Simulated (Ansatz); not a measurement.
Reaction (ligand exchange at the Al–F bond): `C[O][Al]([OH])[F]` + HBr → `C[O][Al]([OH])[Br]` + H–F

Calculated with Ansatz (gas phase, PBE0-D4/def2-TZVP geometries, no zero-point term in ΔE). CCSD(T)/CBS adds triple-zeta CCSD(T) − MP2 to the extrapolated MP2 energy (def2 sets, frozen cores). This one scheme is used for every species. DFT in def2-TZVPP. B3LYP here is the variant with VWN-RPA as its local correlation; programs differ in this. For Br outer-core shells are correlated without core-valence functions, which leaves a few kJ/mol of doubt a bond. Scalar relativity is left out up to krypton. One conformer a species, not always the lowest.

```tsv
level	ΔE (kcal/mol)	difference from CCSD(T)/CBS
BLYP-D4	6.6	2.7
r2SCAN0-D4	3.7	-0.2
BHLYP-D4	4.7	0.8
PBE	4.4	0.5
revPBE	4.6	0.7
PBE0	3.5	-0.4
B3LYP	7.0	3.1
RPA@PBE/def2-TZVPP	5.9	2.0
CCSD/def2-TZVPP	5.2	1.3
HF/CBS(def2)	6.2	2.3
CCSD(T)/CBS	3.9	0
```

(1) What do rigid-rotor, harmonic-oscillator terms from PBE0-D4/def2-TZVP frequencies (298.15 K, 1 bar) make of the CCSD(T)/CBS value? (Best estimate.)

Largest T1 diagnostic among the species: 0.012.

Answers

(1) The calculation gave: ΔZPE = +1.3 kcal/mol, ΔH = +5.5 kcal/mol, ΔS = -3 J/(mol·K), ΔG = +5.7 kcal/mol.

The D4 term adds −1.4 kcal/mol with B3LYP and −0.8 kcal/mol with PBE0; it sums over pairs of atoms, weighted by their polarisabilities, and B3LYP, whose exchange is more repulsive, gets the larger term. From PBE to PBE0 (25 % exact exchange), in def2-TZVPP and without D4, ΔE moves by −1.0 kcal/mol. At CCSD(T), def2-SVP lies +3.2 kcal/mol from the extrapolated value and def2-TZVPP +0.9 kcal/mol.
